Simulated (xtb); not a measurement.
CH₃O (SMILES C=[OH+]), charge +1, singlet, from a rough starting geometry; GFN2-xTB run with xtb.

Here is a job for xtb.
```
$ xtb mol.xyz --gfn 2 --chrg 1 --opt vtight --json

# file mol.xyz
5

O      0.11686742    -0.05093483     0.81509097
C      0.17663144    -0.02652790    -0.34391078
H      0.18371359     0.85181327    -1.00103339
H      0.12079565    -0.99537017    -0.96609351
H     -0.47703826     0.29372093     1.44457877
```

What the program printed (banner, timings and long lists left out):

```
   ID    Z sym.   atoms
    1    8 O      1
    2    6 C      2
    3    1 H      3-5

           -------------------------------------------------
          |                Calculation Setup                |
           -------------------------------------------------

           -------------------------------------------------
          |                 G F N 2 - x T B                 |
           -------------------------------------------------

          ...................................................
          :                      SETUP                      :
          :.................................................:
          :  # basis functions                  11          :
          :  # atomic orbitals                  11          :
          :  # shells                            7          :
          :  # electrons                        12          :
          :  max. iterations                   250          :
          :  Hamiltonian                  GFN2-xTB          :
          :  restarted?                      false          :
          :  GBSA solvation                  false          :
          :  PC potential                    false          :
          :  electronic temp.          300.0000000     K    :
          :  accuracy                    1.0000000          :
          :  -> integral cutoff          0.2500000E+02      :
          :  -> integral neglect         0.1000000E-07      :
          :  -> SCF convergence          0.1000000E-05 Eh   :
          :  -> wf. convergence          0.1000000E-03 e    :
          :  Broyden damping             0.4000000          :
          :  net charge                          1          :
          :  unpaired electrons                  0          :
          ...................................................

 iter      E             dE          RMSdq      gap      omega  full diag
   1     -7.2451987 -0.724520E+01  0.672E+00    3.15       0.0  T
   2     -7.2518604 -0.666174E-02  0.455E+00    3.08       1.0  T
   3     -7.2506887  0.117170E-02  0.829E-01    2.66       1.0  T
   4     -7.2529478 -0.225903E-02  0.227E-01    2.82       1.0  T
   5     -7.2530129 -0.651574E-04  0.642E-02    2.84       1.0  T
   6     -7.2530137 -0.740875E-06  0.155E-02    2.84       2.9  T
   7     -7.2530140 -0.369757E-06  0.421E-03    2.84      10.6  T
   8     -7.2530141 -0.292242E-07  0.740E-04    2.84      60.4  T
   9     -7.2530141 -0.224273E-09  0.250E-04    2.84     179.1  T

[...]
 * total energy  :    -7.1856421 Eh     change       -0.5696913E-02 Eh
 * total energy  :    -7.1876773 Eh     change       -0.2035261E-02 Eh
 * total energy  :    -7.1898116 Eh     change       -0.2134295E-02 Eh
 * total energy  :    -7.1903203 Eh     change       -0.5086852E-03 Eh
 * total energy  :    -7.1904349 Eh     change       -0.1146044E-03 Eh
 * total energy  :    -7.1905267 Eh     change       -0.9174244E-04 Eh
 * total energy  :    -7.1905497 Eh     change       -0.2300873E-04 Eh
 * total energy  :    -7.1905629 Eh     change       -0.1324336E-04 Eh
 * total energy  :    -7.1905699 Eh     change       -0.6958559E-05 Eh
 * total energy  :    -7.1905727 Eh     change       -0.2820249E-05 Eh
 * total energy  :    -7.1905732 Eh     change       -0.5368513E-06 Eh
 * total energy  :    -7.1905733 Eh     change       -0.5751662E-07 Eh
   *** GEOMETRY OPTIMIZATION CONVERGED AFTER 15 ITERATIONS ***
         :: total energy              -7.190573279191 Eh    ::
[...]
        10                         -0.0184500              -0.5021
        11                          0.2431450               6.6163
      -------------------------------------------------------------
                  HL-Gap            0.1416848 Eh            3.8554 eV
             Fermi-level           -0.6765121 Eh          -18.4088 eV

     #   Z          covCN         q      C6AA      α(0)
     1   8 O        1.656    -0.022    14.786     5.191
     2   6 C        2.702     0.171    24.296     8.068
     3   1 H        0.923     0.193     1.134     1.665
     4   1 H        0.923     0.232     0.950     1.524
     5   1 H        0.801     0.426     0.441     1.043

 Mol. C6AA /au·bohr⁶  :        130.783262
 Mol. C8AA /au·bohr⁸  :       2808.614002
 Mol. α(0) /au        :         17.490898

Wiberg/Mayer (AO) data.
largest (>0.10) Wiberg bond orders for each atom

 ---------------------------------------------------------------------------
     #   Z sym  total        # sym  WBO       # sym  WBO       # sym  WBO
 ---------------------------------------------------------------------------
     1   8 O    2.654 --     2 C    1.839     5 H    0.782
     2   6 C    3.680 --     1 O    1.839     3 H    0.928     4 H    0.909
     3   1 H    0.963 --     2 C    0.928
     4   1 H    0.946 --     2 C    0.909
     5   1 H    0.819 --     1 O    0.782
 ---------------------------------------------------------------------------

Topologies differ in total number of bonds
Writing topology from bond orders to xtbtopo.mol

molecular dipole:
                 x           y           z       tot (Debye)
 q only:       -0.017       0.285       0.218
   full:       -0.040       0.488       0.267       1.416
molecular quadrupole (traceless):
                xx          xy          yy          xz          yz          zz
 q only:       -2.897      -0.557      -0.587      -1.400       2.099       3.484
  q+dip:       -3.502      -0.798       0.298      -1.520       2.897       3.205
   full:       -2.362      -0.658      -0.534      -1.230       2.881       2.896

optimized geometry written to: xtbopt.xyz

           -------------------------------------------------
          | TOTAL ENERGY               -7.190573279191 Eh   |
          | GRADIENT NORM               0.000051289499 Eh/α |
          | HOMO-LUMO GAP               3.855439093582 eV   |
           -------------------------------------------------

normal termination of xtb
```
